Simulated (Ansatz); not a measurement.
Isolated molecules relaxed with PBE0-D4/def2-TZVP in Ansatz; ΔE leaves out vibrations. CCSD(T)/CBS adds triple-zeta CCSD(T) − MP2 to the extrapolated MP2 energy (def2 sets, frozen cores). DFT in def2-TZVPP. def2 core potentials past Kr. For Br, Sn outer-core shells are correlated without core-valence functions, which leaves a few kJ/mol of doubt a bond. Scalar relativity is left out up to krypton.

Reaction (redistribution): `[Br][Al]1[CH2][CH2]1` + `[Cl][SnH2][Cl]` → `[CH2]1[CH2][AlH]1` + `[Cl][SnH]([Cl])[Br]`

Problem. Is it downhill or uphill in electronic energy at CCSD(T)/CBS, and by how much? (An estimate is asked.)

Solution. Computed: Uphill: ΔE = +13.2 kcal/mol.

Problem. What do these levels give: B97M-V, r2SCANh-D4, r2SCANh, SCS-MP2/def2-TZVPP, HF/CBS(def2), CCSD/CBS(def2)? (Best estimate.)

Solution. Ansatz gave: B97M-V 12.9, r2SCANh-D4 14.5, r2SCANh 14.7, SCS-MP2/def2-TZVPP 15.2, HF/CBS(def2) 14.4, CCSD/CBS(def2) 13.4 kcal/mol.

Problem. What do rigid-rotor, harmonic-oscillator terms from PBE0-D4/def2-TZVP frequencies (298.15 K, 1 bar) make of the CCSD(T)/CBS value? (Estimate.)

Solution. Computed: ΔZPE = -0.6 kcal/mol, ΔH = +12.8 kcal/mol, ΔS = 3 J/(mol·K), ΔG = +12.6 kcal/mol.

Largest T1 diagnostic among the species: 0.011.

Leaving LDA and LC-ωPBE aside and taking each functional with its dispersion term where it has one, the values, not all of them listed here, spread over 3.0 kcal/mol, from BLYP-D4 to PBE-QIDH. From PBE to PBE0 (25 % exact exchange), in def2-TZVPP and without D4, ΔE moves by +0.7 kcal/mol.
